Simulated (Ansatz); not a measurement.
Species: CH$_{3}$F$_{2}$In (charge 0, singlet). 
Structure (B3LYP-D3(BJ)/def2-TZVP (Ansatz, a quantum-chemistry and plane-wave program) minimum search):
```
In
F 1 1.9577
F 1 1.9578 2 106.63
C 1 2.1385 2 126.72 3 -179.87
H 4 1.0866 1 108.75 2 -27.66
H 4 1.0867 5 111.00 1 119.53
H 4 1.0879 5 110.11 6 122.09
```
Charge 0, spin multiplicity 1.

Basis-set convergence of Hartree-Fock and CCSD correlation energies (hartree) with Ansatz. Cores are frozen in the correlated levels unless marked. Spin-orbit coupling is left out. Frozen are the shells of the preceding noble gas and the d and f shells that filled before the atom's block. In def2 rows, elements after Kr have scalar-relativistic effective core potentials.

```csv
basis,functions,E(HF),"E(corr, CCSD)"
def2-SVP,83,-427.55503,-0.60304
def2-TZVPP,185,-427.86783,-0.77387
def2-QZVPP,343,-427.88161,-0.83313
```

Extrapolating the two largest sets (X = 3 and 4) as X^-3: E(corr) = (64·(-0.83313) - 27·(-0.77387))/37 = -0.8764 Eh, an estimate of the basis-set limit. The largest set recovers 95.1 % of it, the smallest 68.8 %.
